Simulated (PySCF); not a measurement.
**Ir⁺ (iridium, charge +1) across methods**

[Xe] 4f14 5d6 6s2, high-spin 5D determinant (an excited configuration). Calculation: PySCF 2.14, in aug-cc-pVTZ-PP with ECP60MDF; scalar relativity through the core potential. The B2PLYP total includes its PT2 part (frozen core); its orbital energies are those of the SCF part.

| method | E (hartree) | mean ε 5d β (eV) | mean ε 6s α (eV) | mean ε 6s β (eV) | Σ⟨r²⟩ (bohr²) | ⟨S²⟩ |
| --- | --- | --- | --- | --- | --- | --- |
| B2PLYP | -103.8075 | -19.056 | -16.540 | -14.998 | 45.79 | 6.007 |
| wB97X-V | -103.9568 | -20.199 | -17.899 | -16.693 | 45.43 | 6.004 |
| r2SCAN | -104.0466 | -16.402 | -15.428 | -13.768 | 45.43 | 6.012 |
| M06-L | -104.0666 | -16.250 | -14.930 | -13.387 | 45.33 | 6.011 |
| LDA | -103.8115 | -16.102 | -15.416 | -14.071 | 45.55 | 6.004 |
| PBE0 | -103.9952 | -17.717 | -15.976 | -14.385 | 45.47 | 6.006 |
| UHF | -103.28041 | -21.302 | -17.696 | -15.503 | 46.24 | 6.014 |
| PBE | -104.0327 | -16.178 | -15.140 | -13.655 | 45.51 | 6.005 |

Problem. Estimate the same row for BHandHLYP.

Solution. E (hartree) = -103.8904; mean ε 5d β (eV) = -19.153; mean ε 6s α (eV) = -16.576; mean ε 6s β (eV) = -15.207; Σ⟨r²⟩ (bohr²) = 45.66; ⟨S²⟩ = 6.006.

Energies and moments cover only the electrons outside the core potential. Spin-orbit coupling, absent here, splits the open shell strongly.
